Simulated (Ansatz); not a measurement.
`O[CH2][SnH2][OH]` + H₂O → `[OH][SnH2][OH]` + CH₃OH  (formal hydrolysis of the Sn–C bond)

Computed with Ansatz on PBE0-D4/def2-TZVP structures; ΔE is electronic, products minus reactants. CCSD(T)/CBS is the MP2 limit (def2-TZVPP, def2-QZVPP) plus CCSD(T) − MP2 in def2-TZVPP, frozen cores. This one scheme is used for every species. Functionals use def2-TZVPP. B3LYP here is the variant with VWN-RPA as its local correlation; programs differ in this. Elements past krypton have def2 core potentials. For Sn outer-core shells are correlated without core-valence functions, which leaves a few kJ/mol of doubt a bond. One conformer a species, not always the lowest.

```tsv
level	ΔE (kcal/mol)
PBE-D4	-13.4
ωB97M-V	-13.9
PBE	-14.1
B3LYP	-15.6
SCS-MP2/def2-TZVPP	-14.6
SCS-MP2/def2-QZVPP	-14.7
MP2/CBS(def2)	-13.4
CCSD/CBS(def2)	-13.5
```

Task: What does CCSD(T)/CBS give? (Best estimate.)

Result: Ansatz gave: -13.4 kcal/mol. The listed levels differ from it by 0.0, -0.5, -0.7, -2.2, -1.2, -1.3, 0.0, -0.1 kcal/mol.

Largest T1 diagnostic among the species: 0.014.

In def2-TZVPP, CCSD(T) changes the Hartree–Fock value by +3.8 kcal/mol (the triples alone add +0.1 kcal/mol) and MP2 by +3.8 kcal/mol. The D4 term adds +1.2 kcal/mol with B3LYP and +0.7 kcal/mol with PBE0; it sums over pairs of atoms, weighted by their polarisabilities, and B3LYP, whose exchange is more repulsive, gets the larger term.
